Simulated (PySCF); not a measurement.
H7Si3, SMILES [SiH3][SiH][SiH3] (connectivity only; charge and spin as stated), charge +1, multiplicity 1.

Geometry optimised at PBE0-D3(BJ)/def2-SVP. The spin state was assumed, not searched. The isomer is the one that the SMILES or the coordinates give; other isomers of the formula were not compared.

Two levels are set side by side: PBE/def2-TZVPD (PySCF) and HF/def2-TZVPD (PySCF). Same geometry, gas phase. Differences are taken from unrounded values.

```json
[
 {"quantity": "orbital gap (eV)", "HF": "10.24"},
 {"quantity": "highest occupied level (eV)", "HF": "-15.79"},
 {"quantity": "lowest empty level (eV)", "HF": "-5.55"},
 {"quantity": "mean polarisability (bohr³)", "HF": "77.3"}
]
```

### Question
What does PBE give, and how far is it from HF? (An estimate is asked for; the answer gives what the named calculation found.)

### Answer

```csv
quantity,PBE,PBE minus HF
orbital gap (eV),2.52,-7.72
highest occupied level (eV),-12.23,3.56
lowest empty level (eV),-9.71,-4.16
mean polarisability (bohr³),89.1,11.8
```

Without exact exchange PBE keeps part of each electron's self-repulsion, which lifts occupied levels and narrows the gap. Loosely held outer electrons make PBE densities more polarisable. Differences between two approximate levels are no errors against the true value.

Rough cost on one machine, each run with all the roots and properties that it gave: HF against PBE about 1/4.
